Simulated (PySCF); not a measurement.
CdGeH₅N, SMILES [GeH3][Cd][NH2].

Geometry: B3LYP-D3(BJ)/def2-SVP. The structure was generated by enumeration; whether it is a known compound was not checked. The def2 effective core potentials stand for the cores of Cd; spin–orbit coupling is left out. Other conformers were not sampled.

All values below come from TDDFT-PBE/def2-SVPD (PySCF 2.14.0).

Vertical excitations. Gas-phase values at a fixed geometry.

```json
[
 {"state": "S1", "energy (eV)": "3.91", "λ (nm)": "317", "f": "0.000", "main pairs": "HOMO→LUMO+1 100 %"},
 {"state": "S2", "energy (eV)": "4.14", "λ (nm)": "299", "f": "0.043", "main pairs": "HOMO→LUMO 71 %, HOMO→LUMO+2 27 %"},
 {"state": "S3", "energy (eV)": "4.57", "λ (nm)": "271", "f": "0.046", "main pairs": "HOMO→LUMO+2 71 %, HOMO→LUMO 23 %"},
 {"state": "S4", "energy (eV)": "5.49", "λ (nm)": "226", "f": "0.043", "main pairs": "HOMO−1→LUMO+1 96 %"},
 {"state": "S5", "energy (eV)": "5.54", "λ (nm)": "224", "f": "0.009", "main pairs": "HOMO→LUMO+3 98 %"},
 {"state": "S6", "energy (eV)": "5.69", "λ (nm)": "218", "f": "0.185", "main pairs": "HOMO−1→LUMO 65 %, HOMO−1→LUMO+2 27 %"},
 {"state": "S7", "energy (eV)": "5.98", "λ (nm)": "207", "f": "0.365", "main pairs": "HOMO−1→LUMO+2 60 %, HOMO−1→LUMO 21 %"},
 {"state": "S8", "energy (eV)": "6.23", "λ (nm)": "199", "f": "0.001", "main pairs": "HOMO→LUMO+4 99 %"},
 {"state": "S9", "energy (eV)": "6.29", "λ (nm)": "197", "f": "0.032", "main pairs": "HOMO→LUMO+5 97 %"},
 {"state": "S10", "energy (eV)": "6.44", "λ (nm)": "193", "f": "0.075", "main pairs": "HOMO→LUMO+6 90 %"},
 {"state": "T1", "energy (eV)": "3.58", "λ (nm)": "346", "f": "0", "main pairs": "HOMO→LUMO 97 %"},
 {"state": "T2", "energy (eV)": "3.83", "λ (nm)": "324", "f": "0", "main pairs": "HOMO→LUMO+1 100 %"},
 {"state": "T3", "energy (eV)": "4.04", "λ (nm)": "307", "f": "0", "main pairs": "HOMO→LUMO+2 97 %"},
 {"state": "T4", "energy (eV)": "4.91", "λ (nm)": "253", "f": "0", "main pairs": "HOMO−1→LUMO+1 95 %"}
]
```
Triplets are in the Tamm–Dancoff approximation, which puts them higher than full response would, so one can lie above its singlet here.
